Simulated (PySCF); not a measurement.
C6FeN6 (charge -3 and doublet state).
Structure used (PBE0-D3(BJ)/def2-SVP), in Å, numbered top down from 1:
```xyz
13
C6FeN6 angstrom
N      1.0006    0.9107    2.8349
C      0.6334    0.5646    1.7784
Fe     0.0005   -0.0018   -0.0011
C      0.1071    1.8426   -0.6929
N      0.1646    2.9418   -1.0924
C     -0.6320   -0.5685   -1.7810
N     -0.9985   -0.9138   -2.8380
C     -1.8847    0.2543    0.5276
N     -2.9983    0.4212    0.8491
C      1.8856   -0.2567   -0.5309
N      2.9997   -0.4220   -0.8512
C     -0.1077   -1.8454    0.6925
N     -0.1643   -2.9438    1.0943
```

Method: PySCF, PBE0-D3(BJ)/def2-SVP geometry optimisation, gas phase.

Task: Which atoms are bound to Fe3, and at what distances?

Result: 6 atoms: C2 1.972 Å, C6 1.972 Å, C12 1.973 Å, C4 1.973 Å, C10 1.975 Å, C8 1.975 Å. The nearest atom not counted as bound is N1, at 3.14 Å (others tie with it).

Task: List the angles at Fe3.

Result: 
| angle | degrees | distance of the outer atoms (Å) |
| --- | --- | --- |
| C2–Fe3–C6 | 180.0 | 3.94 |
| C8–Fe3–C10 | 180.0 | 3.95 |
| C4–Fe3–C12 | 179.9 | 3.95 |
| C6–Fe3–C12 | 91.8 | 2.83 |
| C2–Fe3–C4 | 91.8 | 2.83 |
| C2–Fe3–C8 | 91.6 | 2.83 |
| C6–Fe3–C10 | 91.5 | 2.83 |
| C10–Fe3–C12 | 91.5 | 2.83 |
| C4–Fe3–C8 | 91.4 | 2.82 |
| C4–Fe3–C10 | 88.6 | 2.76 |
| C8–Fe3–C12 | 88.5 | 2.76 |
| C2–Fe3–C10 | 88.4 | 2.75 |
| C6–Fe3–C8 | 88.4 | 2.75 |
| C4–Fe3–C6 | 88.2 | 2.75 |
| C2–Fe3–C12 | 88.2 | 2.75 |

Task: What is the shape at Fe3?

Result: Octahedral: the three widest angles are 180.0°, 180.0° and 179.9°, the others run from 88.2° to 91.8°.

Task: What are the other bond lengths?

Result: N1≡C2 and 5 like bonds 1.171 Å.

Task: Give some angles away from the centre.

Result: N1–C2–Fe3 179.4°.

Point group: near Oh, missed by 0.10 Å at most; the miss may be what the optimiser left on a soft mode (D3d holds within 0.08 Å). Charge -3, doublet. ⟨S²⟩ = 0.769 (exact for a doublet: 0.75). Whether so highly charged an anion holds all its electrons in the gas phase wasn't checked; a finite basis holds them in any case. No counter-ion or solvent screens the charge of this multiply charged ion. Whether it is a minimum is left open (no frequencies).
